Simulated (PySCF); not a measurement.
C3H6GeO, SMILES C([O][GeH3])C#C. Atoms are numbered in the order given.

```xyz
11

C      0.3181     3.6990     0.0000
C     -0.1084     2.5635     0.0000
C     -0.6431     1.1996     0.0000
O      0.4163     0.2594     0.0000
Ge     0.0404    -1.4953     0.0000
H      0.7019     4.7015     0.0000
H     -1.2932     1.0752    -0.8901
H     -1.2932     1.0752     0.8901
H      1.4131    -2.1713     0.0000
H     -0.7762    -1.8395    -1.2628
H     -0.7762    -1.8395     1.2628
```
Charge 0, spin multiplicity 1.

Geometry: TPSSh-D3(BJ)/def2-SVP. The structure was generated by enumeration, and PubChem lists no compound with its InChIKey, so it may never have been made. One conformer was computed; it need not be the lowest.

The numbers are results of TPSSh-D3(BJ)/def2-SVP (PySCF), not measurements.

Frequencies are harmonic and unscaled.

Computed normal modes with their intensities:
| mode | ν (cm⁻¹) | IR (km/mol) | Raman (Å⁴/amu) | depolarisation | moving atoms (share of kinetic energy) |
|---|---|---|---|---|---|
| 1 | 36 | 1.7 | 2.7 | 0.75 | O 49 %, C 27 %, H 17 % |
| 2 | 113 | 2.1 | 0.0 | – | H 78 %, O 14 %, C 8 % |
| 3 | 123 | 1.0 | 6.7 | 0.75 | C 46 %, O 29 %, H 18 % |
| 4 | 215 | 0.5 | 2.8 | 0.58 | C 54 %, Ge 20 %, H 15 %, O 12 % |
| 5 | 325 | 6.7 | 11.1 | 0.75 | C 72 %, H 28 % |
| 6 | 444 | 12.9 | 6.3 | 0.37 | C 68 %, Ge 13 %, O 12 % |
| 7 | 622 | 45.5 | 16.5 | 0.75 | H 88 % |
| 8 | 636 | 35.1 | 13.8 | 0.75 | H 85 % |
| 9 | 667 | 41.1 | 2.3 | 0.75 | H 79 %, C 21 % |
| 10 | 714 | 27.0 | 4.0 | 0.65 | H 76 %, C 24 % |
| 11 | 740 | 68.7 | 18.3 | 0.22 | O 63 %, C 21 %, Ge 9 % |
| 12 | 854 | 257.1 | 20.6 | 0.67 | H 94 % |
| 13 | 863 | 53.0 | 25.9 | 0.75 | H 98 % |
| 14 | 890 | 74.6 | 25.5 | 0.73 | H 98 % |
| 15 | 961 | 12.0 | 2.2 | 0.10 | C 78 %, H 18 % |
| 16 | 1014 | 3.8 | 0.2 | 0.75 | H 57 %, C 40 % |
| 17 | 1101 | 223.1 | 3.2 | 0.29 | O 48 %, C 43 %, H 9 % |
| 18 | 1253 | 0.9 | 9.0 | 0.75 | H 95 % |
| 19 | 1396 | 84.9 | 10.1 | 0.66 | H 75 %, C 24 % |
| 20 | 1485 | 3.1 | 12.7 | 0.70 | H 93 % |
| 21 | 2140 | 156.2 | 87.0 | 0.75 | H 98 % |
| 22 | 2141 | 81.4 | 227.0 | 0.06 | H 99 % |
| 23 | 2208 | 97.3 | 151.4 | 0.30 | H 99 % |
| 24 | 2220 | 2.5 | 199.3 | 0.27 | C 91 %, H 9 % |
| 25 | 2963 | 39.7 | 130.1 | 0.02 | H 95 % |
| 26 | 2997 | 30.6 | 68.7 | 0.75 | H 90 %, C 10 % |
| 27 | 3473 | 58.7 | 41.2 | 0.24 | H 86 %, C 14 % |
